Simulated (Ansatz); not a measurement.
This geometry of Cl3FSi + H2O (8 atoms, charge 0, multiplicity 1) is a first-order saddle point.

Level of theory: RKS B3LYP-D4/def2-SVP (Ansatz 0.2.0).

```xyz
8
Properties=species:S:1:pos:R:3
Si -0.378 0.396 -0.165
F -0.923 -1.305 0.519
Cl -1.171 -0.149 -1.991
Cl -1.596 1.335 1.196
Cl 0.843 2.003 -0.791
H 0.275 -1.353 0.643
O 1.036 -0.491 0.497
H 1.915 -0.435 0.093
```

Task: Which two structures does it join? (They come from a converged band through this point; their orientation in space is the band's.)

Result: Bonds broken: Si1–F2, H6–O7. Bonds formed: Si1–O7, F2–H6. Cl3FSi + H2O becomes Cl3HOSi + FH.

First end point:

```xyz
8
Properties=species:S:1:pos:R:3
Si -0.828 0.427 -0.632
F -0.615 -1.169 -0.522
Cl -2.263 0.694 -2.068
Cl -1.495 1.196 1.125
Cl 0.902 1.303 -1.278
H 0.945 -1.431 1.147
O 1.295 -0.568 1.406
H 2.058 -0.452 0.822
```

Last end point:

```xyz
8
Properties=species:S:1:pos:R:3
Si -0.164 0.793 -0.320
F -0.815 -2.198 0.916
Cl -1.129 0.027 -1.948
Cl -1.494 1.289 1.135
Cl 0.923 2.436 -0.903
H -0.019 -1.712 0.838
O 0.900 -0.311 0.320
H 1.798 -0.323 -0.039
```

Task: How far does it lie above each of them?

Result: 1.10 eV above the first and 0.84 eV above the second. This is the barrier of this one path; another mechanism may lie lower. The orbitals stay closed-shell, which can raise the energy where a bond breaks towards radicals; this wasn't checked here.

The run took 5.7 min on 2 threads of Intel(R) Xeon(R) Platinum 8488C (Sapphire Rapids) (shared host), peak memory 0.29 GiB.
